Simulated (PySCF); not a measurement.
# Vibration and rotation of MoS

PBE0 constants of MoS, ⁵Π (quintet), unpaired electrons σ ↑, π ↑, δ ↑↑ (basis Mo x2c-TZVPPall, S x2c-TZVPPall; spin-free X2C with a Gaussian nucleus; PySCF 2.14; masses 97.9054 and 31.9721 u):

```
ωe                     : 485.4 cm⁻¹
ωexe                   : 2.94 cm⁻¹
Be                     : 0.15516 cm⁻¹
αe                     : 0.000899 cm⁻¹
D (centrifugal)        : 6.34e-08 cm⁻¹
De to Mo (4d5 5s1) + S : 3.63 eV
```

Problem. Give the vibrational terms G(v) and spacings up to v = 3.

Solution. G(v) = ωe(v+½) − ωexe(v+½)².

```tsv
v	G(v) (cm⁻¹)	G(v) − G(v−1)	Bv (cm⁻¹)
0	242		0.1547
1	721	480	0.1538
2	1195	474	0.1529
3	1663	468	0.1520
```

Problem. How well does the Morse estimate ωe²/(4ωexe) reproduce De, and what is D0?

Solution. It gives 2.48 eV, 68 % of the computed De. D0 = De − G(0) = 3.63 − 0.03 = 3.60 eV.

The metal atom is held in its measured ground configuration; semilocal functionals can put another filling of s and d lower by some tenths of an eV, and De to that atom would be smaller. These are scalar-relativistic numbers at best; spin–orbit coupling would shift them, the dissociation energy most. With d or f electrons several states lie close, and the lowest PBE0 determinant need not be the measured ground state.
